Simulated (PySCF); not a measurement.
# Working with the constants of CaTe

RHF-CCSD(T) constants of CaTe, ¹Σ⁺ (singlet), closed shell (Ca def2-SVP, Te def2-SVP with ECP28; scalar-relativistic core potentials (PySCF 2.14); masses 39.9626 and 129.9062 u):

| Item | Value |
| --- | --- |
| ωe | 265.3 cm⁻¹ |
| ωexe | 0.819 cm⁻¹ |
| Be | 0.072905 cm⁻¹ |
| αe | 0.000288 cm⁻¹ |
| De to Ca + Te | 1.69 eV |

(1) What force constant and bond length do these constants imply?

(2) Estimate the centrifugal constant D from the Kratzer relation and find the Dunham coefficient a1.

Correlated steps freeze 9 core orbitals. Correlated levels converge slowly with the basis: in double zeta they bind strong bonds too weakly, by up to about 1 eV, and carry superposition errors of some tenths. Spin–orbit coupling is left out, which matters for elements this heavy, above all for dissociation energies. Where the molecule has an RHF reference, its open-shell atoms are computed with UHF. The CCSD T1 diagnostic is raised, a sign that a single reference may not be enough here.

Results:

(1) Reduced mass μred = 30.561 u; k = 5.8918×10⁻⁷·μred·ωe² (u, cm⁻¹, mdyn/Å) = 1.27 mdyn/Å; Re = √(16.8576/(μred·Be)) (u, cm⁻¹, Å) = 2.751 Å.

(2) D = 4Be³/ωe² = 2.2e-08 cm⁻¹; a1 = −1 − αeωe/(6Be²) = -3.40.
